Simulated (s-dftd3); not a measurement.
C₆H₁₂BO₂ (SMILES CC1(C)O[B]OC1(C)C), doublet, at a GFN2-xTB geometry; s-dftd3 1.4.0 with D3(op) for b3lyp.

The s-dftd3 input:
```
$ s-dftd3 mol.xyz --op b3lyp --json dftd3.json --noedisp --grad

# file mol.xyz
21

C      1.48710897     1.20539539    -0.61618094
C      0.77466121    -0.07431944    -0.17081065
C      1.27822759    -1.24732067    -1.00515083
O      1.14641932    -0.29412177     1.21015392
B      0.09393638     0.01824653     1.99808540
O     -1.02808914     0.31710664     1.30680277
C     -0.78733229     0.07185816    -0.09871123
C     -1.53732232    -1.21514900    -0.45188832
C     -1.36795313     1.22989207    -0.90336734
H      2.55859468     1.06595559    -0.49202134
H      1.18462008     2.04516570     0.00410776
H      1.27837026     1.42611539    -1.65918394
H      0.92367057    -2.19405612    -0.61047442
H      2.36503208    -1.25741367    -0.97697224
H      0.95426780    -1.14070787    -2.03743575
H     -2.59255428    -1.07255202    -0.23032048
H     -1.42716054    -1.45501693    -1.50567776
H     -1.17725806    -2.04373567     0.15248709
H     -0.97874581     2.18335811    -0.56101033
H     -1.14217070     1.10420896    -1.95937607
H     -2.44732959     1.24142792    -0.77354717
```

Q: Write the output that s-dftd3 gives for this input, abridged.

A: 
```
-----------------------------------
 s i m p l e   D F T - D 3  v1.4.0
-----------------------------------

Optimized power damping: b3lyp-D3(op)
--------------------
   s6        1.0000
   s8        0.7831
   s9        0.0000
   a1        0.3000
   a1        4.2500
  alp       14.0000
 beta        4.0000
--------------------

Dispersion energy:      -2.1603344406571E-02 Eh

Gradient norm:           1.2959352744704E-03 Eh/a0
--------------------------------------------------
     #    Z           dE/dx      dE/dy      dE/dz
--------------------------------------------------
     1    6 C     1.161E-04 -1.415E-04 -4.157E-05
     2    6 C    -2.587E-04  6.678E-05  6.651E-04
     3    6 C     2.224E-04  2.467E-06 -4.259E-05
     4    8 O     7.565E-05  1.267E-04 -6.455E-05
     5    5 B    -1.600E-05 -3.108E-06 -3.403E-04
     6    8 O    -8.126E-05 -1.278E-04 -5.485E-05
     7    6 C     3.201E-04 -5.487E-05  6.390E-04
     8    6 C    -1.196E-04  1.408E-04 -3.306E-05
     9    6 C    -2.254E-04 -3.052E-06 -2.149E-05
    10    1 H     1.058E-04 -1.734E-06 -4.626E-05
    11    1 H     1.239E-04  1.076E-04 -6.392E-05
    12    1 H     6.040E-05  8.614E-05 -3.611E-05
    13    1 H     2.122E-05 -1.153E-04 -9.659E-05
    14    1 H     8.202E-05  3.685E-06 -3.151E-05
    15    1 H     1.812E-04 -1.546E-04 -1.056E-04
    16    1 H    -1.097E-04  9.811E-07 -3.616E-05
    17    1 H    -6.344E-05 -8.673E-05 -2.871E-05
    18    1 H    -1.292E-04 -1.086E-04 -5.005E-05
    19    1 H    -3.028E-05  1.135E-04 -9.626E-05
    20    1 H    -1.905E-04  1.528E-04 -9.097E-05
    21    1 H    -8.461E-05 -4.188E-06 -2.361E-05
--------------------------------------------------

Virial:
--------------------------------------------------
      component           x          y          z
--------------------------------------------------
          x       4.777E-03 -1.640E-04 -2.433E-04
          y      -1.640E-04  2.058E-03 -1.502E-05
          z      -2.433E-04 -1.502E-05 -4.192E-04
--------------------------------------------------

[Info] JSON dump of results written to 'dftd3.json'
```
